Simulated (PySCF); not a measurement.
MgAs: frontier orbitals

BHandHLYP at R = 2.702 Å; PySCF, no relativity, basis sets Mg pcseg-1, As pcseg-1. State: ⁴Σ⁻ (quartet), unpaired electrons σ ↑, π ↑↑. Only the outer orbitals are listed, counted within each symmetry.

| spin | orbital | occ. | ε (eV) | on Mg (%) | main shells (%) |
| --- | --- | --- | --- | --- | --- |
| α | 10σ | 1 | -17.65 | 1 | 98 As s |
| α | 11σ | 1 | -8.21 | 34 | 64 As p, 34 Mg s |
| α | 5π | 1 | -7.35 | 2 | 98 As p |
| α | 5π | 1 | -7.35 | 2 | 98 As p |
| α | 12σ | 1 | -5.52 | 76 | 59 Mg s, 25 As p, 17 Mg p |
| α | 6π | 0 | 1.49 | 96 | 96 Mg p |
| α | 6π | 0 | 1.49 | 96 | 96 Mg p |
| α | 13σ | 0 | 2.49 | 100 | 98 Mg s |
| β | 10σ | 1 | -14.59 | 4 | 96 As s |
| β | 11σ | 1 | -6.84 | 48 | 48 As p, 45 Mg s |
| β | 12σ | 0 | -1.72 | 69 | 56 Mg s, 32 As p, 12 Mg p |
| β | 5π | 0 | -1.58 | 7 | 92 As p |
| β | 5π | 0 | -1.58 | 7 | 92 As p |

Task: Which are the highest filled and the lowest empty level, where do they sit, and how wide is the gap?

Result: Highest filled α 12σ at -5.52 eV (in %: 59 Mg s, 25 As p, 17 Mg p); lowest empty β 12σ at -1.72 eV (in %: 56 Mg s, 32 As p, 12 Mg p); the gap at BHandHLYP is 3.80 eV.

```json
{"bond order (Mayer)": "0.74", "⟨S²⟩": "3.764", "charge on Mg (Mulliken, basis-dependent)": "0.33", "charge on Mg (Löwdin, basis-dependent)": "0.27", "dipole moment (positive dipole means Mg(−)As(+))": "-2.47 D"}
```

Spin–orbit coupling is left out. The state is the lowest determinant that a PBE0 search found; another state may lie lower at other levels.
